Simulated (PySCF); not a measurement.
PySCF job for BFHO, SMILES [OH+]=BF, charge +1, PBE/pcJ-1. Geometry optimised at B3LYP-D3(BJ)/def2-TZVP. A frequency run showed that this geometry is not a minimum. The isomer is the one that the SMILES or the coordinates give; other isomers of the formula were not compared.

```python
import numpy as np
from pyscf import gto, scf, dft
from pyscf.prop.ssc import rks as ssc

mol = gto.M(
    atom='''
    O     0.00000000    0.00000000    1.18839491
    B     0.00000000    0.00000000   -0.03375800
    F     0.00000000    0.00000000   -1.27720451
    H     0.00000000    0.00000000    2.15647122
    ''',
    basis='pcJ-1',
    charge=1,
    spin=0,
    max_memory=1600,
    verbose=3,
)
mf = dft.RKS(mol, xc='pbe')
mf.grids.level = 3
mf.conv_tol = 1e-10
mf.max_cycle = 100
mf.kernel()
j = ssc.SSC(mf)
j.with_fcsd = True
j.max_cycle_cphf = 80
j.conv_tol = 1e-7
e11 = j.kernel()
```

Program output:

```
converged SCF energy = -200.065018893836
Reduced spin-spin coupling constant K (Hz)
               #0        #1        #2        #3
        0 O    0.00000
        1 B  105.95985   0.00000
        2 F    4.24352  -9.18631   0.00000
        3 H   49.76669   7.28059   0.39259   0.00000
Spin-spin coupling constant J (Hz)
               #0        #1        #2        #3
        0 O    0.00000
        1 B  -143.87190   0.00000
        2 F  -16.90119 -86.57305   0.00000
        3 H  -210.57547  72.89313  11.52956   0.00000
```

The run converged.
